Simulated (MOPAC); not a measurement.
Input file for MOPAC: AM1 on NaS, 2S+1 = 2, a spin state set in the input, which need not be the lowest, a point of a bond scan (R = 2.719 Å).

```
AM1 1SCF PRECISE CHARGE=0 UHF MS=0.5 THREADS=1
NaS

Na     0.00000000 1     0.00000000 1     0.00000000 1
S      0.00000000 1     0.00000000 1     2.71949400 1
```

The log:

```
*******************************************************************************
 **                                                                           **
 **                              MOPAC v23.2.5                                **
 **                                                                           **
 *******************************************************************************
 ** MOPAC's Digital Object Identifier: https://doi.org/10.5281/zenodo.6511958 **
 **                                                                           **
 ** Please cite the open-source release paper for use of this MOPAC version:  **
 ** J. E. Moussa and J. J. P. Stewart (2026)                                  **
 ** MOPAC: An open-source semiempirical molecular orbital program             **
 ** J. Open Source Softw., 11(119), 8025, https://doi.org/10.21105/joss.08025 **
 *******************************************************************************

                              AM1 CALCULATION RESULTS

 *******************************************************************************
 *  AM1        - The AM1 Hamiltonian to be used
 *  UHF        - UNRESTRICTED HARTREE-FOCK CALCULATION
 *
 *
 *
 *                 CHARGE ON SYSTEM = 0
 *
 *
 *
 *  MS=        - IN MECI, MAGNETIC COMPONENT OF SPIN =  0.5
 *  PRECISE    - TIGHTER CRITERIA TO BE USED
 *  1SCF       - DO 1 SCF AND THEN STOP
 *  THREADS=1  - MULTI-THREADING NOT USED
 *  T=         - A TIME OF 172800.0 SECONDS REQUESTED
 *  DUMP=N     - RESTART FILE WRITTEN EVERY 7200.0 SECONDS REQUESTED
 *******************************************************************************
AM1 1SCF PRECISE CHARGE=0 UHF MS=0.5 THREADS=1
 NaS

   ATOM   CHEMICAL          X               Y               Z
  NUMBER   SYMBOL      (ANGSTROMS)     (ANGSTROMS)     (ANGSTROMS)

     1      Na          0.00000000  *   0.00000000  *   0.00000000  *
     2       S          0.00000000  *   0.00000000  *   2.71949400  *



          CARTESIAN COORDINATES

    NO.       ATOM           X           Y           Z

     1        Na          0.0000      0.0000      0.0000
     2         S          0.0000      0.0000      2.7195

 Na: (AM1): J. J. P. STEWART, J. MOL. MOD., 10, 155-164 (2004)
  S: (AM1): M.J.S. DEWAR, Y-C YUAN, INORGANIC CHEMISTRY, 29, 3881:3890,  (1990)

           Empirical Formula: Na S  =     2 atoms



      MOLECULAR POINT GROUP   :   C*v


          UHF CALCULATION, NO. OF ALPHA ELECTRONS =    4
                           NO. OF BETA  ELECTRONS =    3

 -------------------------------------------------------------------------------
 AM1 1SCF PRECISE CHARGE=0 UHF MS=0.5 THREADS=1
 NaS



     1SCF WAS SPECIFIED, SO BFGS WAS NOT USED
     SCF FIELD WAS ACHIEVED


                              AM1 CALCULATION
                                                       MOPAC v23.2.5 Linux




          FINAL HEAT OF FORMATION =         23.74876 KCAL/MOL =      99.36483 KJ/MOL


          COSMO AREA              =        114.90 SQUARE ANGSTROMS
          COSMO VOLUME            =        107.29 CUBIC ANGSTROMS

          IONIZATION POTENTIAL    =          6.692354 EV
          ALPHA SOMO LUMO (EV)    =         -8.025 -1.248
          BETA  SOMO LUMO (EV)    =         -6.692 -1.381
          NO. OF ALPHA ELECTRONS  =          4
          NO. OF BETA  ELECTRONS  =          3
          MOLECULAR WEIGHT        =         55.0498         POINT GROUP:  C*v

          MOLECULAR DIMENSIONS (Angstroms)

            Atom       Atom       Distance
            S     2   Na     1     2.71949
            S     2   Na     1     0.00000
           Na     1    S     2     0.00000


          SCF CALCULATIONS        =          1





   ATOM   CHEMICAL          X               Y               Z
  NUMBER   SYMBOL      (ANGSTROMS)     (ANGSTROMS)     (ANGSTROMS)

     1      Na          0.00000000  *   0.00000000  *   0.00000000  *
     2       S          0.00000000  *   0.00000000  *   2.71949400  *

                             CARTESIAN COORDINATES

   1   Na        0.000000000     0.000000000     0.000000000
   2    S        0.000000000     0.000000000     2.719494000


           Empirical Formula: Na S  =     2 atoms



      MOLECULAR POINT GROUP   :   C*v


          ALPHA EIGENVALUES
 -14.71989 -10.18810  -8.95725  -8.02539  -1.24764   1.22159   1.45453   3.63219


           BETA EIGENVALUES
 -11.99056  -7.72432  -6.69235  -1.38062  -0.39783   1.13154   1.30580   3.66231


              NET ATOMIC CHARGES AND DIPOLE CONTRIBUTIONS

  ATOM NO.   TYPE          CHARGE      No. of ELECS.   s-Pop       p-Pop
    1         Na           0.567523        0.4325     0.16122     0.27125
    2          S          -0.567523        6.5675     1.97125     4.59627
 DIPOLE           X         Y         Z       TOTAL
 POINT-CHG.     0.000     0.000    -7.413     7.413
 HYBRID         0.000    -0.000    -2.158     2.158
 SUM            0.000    -0.000    -9.571     9.571


          ATOMIC ORBITAL ELECTRON POPULATIONS

     Atom    s        px        py        pz
    1 Na   0.16122   0.05852   0.00961   0.20312
    2  S   1.97125   1.94148   0.99039   1.66441


                    (SZ)    =    0.500000
                    (S**2)  =    0.775960


          ATOMIC ORBITAL SPIN POPULATIONS

    Atom   Total    s     px     py     pz
         Atomic
    1 Na -0.1224 -0.060 -0.023  0.010 -0.049
    2  S  1.1224  0.008  0.023  0.990  0.101

 **********************
 *                    *
 * JOB ENDED NORMALLY *
 *                    *
 **********************




 == MOPAC DONE ==
```

The run finished.

Cost: around 0.020 core-seconds (rough).
